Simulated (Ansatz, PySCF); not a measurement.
C2H10NPSi, singlet, at a GFN2-xTB geometry, atoms displaced at random by about 0.03 Å a coordinate. Base run: PySCF with PBE/STO-3G, gradient.

PySCF was given this input:
```python
from pyscf import gto, scf, dft

mol = gto.Mole()
mol.atom = '''
    Si    0.39181437   -0.82213944    0.27548907
    P     1.71148015    0.20682299   -1.23753503
    N    -0.95548780    0.23407505    0.53711660
    C    -1.30892031    1.26419188   -0.34561223
    C    -1.92321765   -0.26863983    1.46552073
    H     0.07384914   -2.14742996   -0.39159485
    H     0.93823003   -1.16136245    1.57075234
    H     2.27188715    1.14876377   -0.24520870
    H     2.73249694   -0.67536039   -0.98056732
    H    -2.22621829    0.97352061   -0.93079869
    H    -0.47826065    1.48784348   -1.02688844
    H    -1.60606868    2.08451272    0.24063069
    H    -2.40515647    0.66199291    2.01583240
    H    -2.82756976   -0.67059490    0.93718079
    H    -1.61223591   -0.91011219    2.13987047
'''
mol.basis = 'sto-3g'
mol.verbose = 4
mol.build()

mf = dft.RKS(mol)
mf.xc = 'pbe'
mf.kernel()
g = mf.nuc_grad_method()
grad = g.kernel()
```

Programs used: Ansatz (an electronic-structure program), PySCF; a row that names a program was run with it.

The coordinate followed is y of atom 6.

Each row names what was changed in the base input (with any setting that the change needs).

```json
[
 {"change": "base", "dE/dx (Eh/bohr)": "-0.016552", "net force (Eh/bohr)": "0.000051"},
 {"change": "finite difference step (bohr) = 0.01; conv_tol = 1e-11", "dE/dx (Eh/bohr)": "-0.016546", "net force (Eh/bohr)": "-"},
 {"change": "grids.level = 5; grid_response = off", "dE/dx (Eh/bohr)": "-0.016552", "net force (Eh/bohr)": "0.000008"},
 {"change": "grids.level = 1; grid_response = off", "dE/dx (Eh/bohr)": "-0.016555", "net force (Eh/bohr)": "0.000243"},
 {"change": "grids.level = 1; grid_response = on", "dE/dx (Eh/bohr)": "-0.016525", "net force (Eh/bohr)": "0.000000"},
 {"change": "density fitting = on", "dE/dx (Eh/bohr)": "-0.016527", "net force (Eh/bohr)": "0.000051"},
 {"change": "conv_tol = 1e-4", "dE/dx (Eh/bohr)": "-0.016556", "net force (Eh/bohr)": "0.000051"},
 {"change": "finite difference step (bohr) = 1e-3; conv_tol = 1e-11", "dE/dx (Eh/bohr)": "-0.016550", "net force (Eh/bohr)": "-"},
 {"change": "code = ansatz", "dE/dx (Eh/bohr)": "-0.016552", "net force (Eh/bohr)": "0.000000"},
 {"change": "grid_response = on", "dE/dx (Eh/bohr)": "-0.016551", "net force (Eh/bohr)": "0.000000"},
 {"change": "conv_tol = 1e-6", "dE/dx (Eh/bohr)": "-0.016548", "net force (Eh/bohr)": "0.000051"},
 {"change": "density fitting = on; auxbasis_response = off", "dE/dx (Eh/bohr)": "-0.016429", "net force (Eh/bohr)": "0.001565"}
]
```

The net force is zero for an exact gradient.
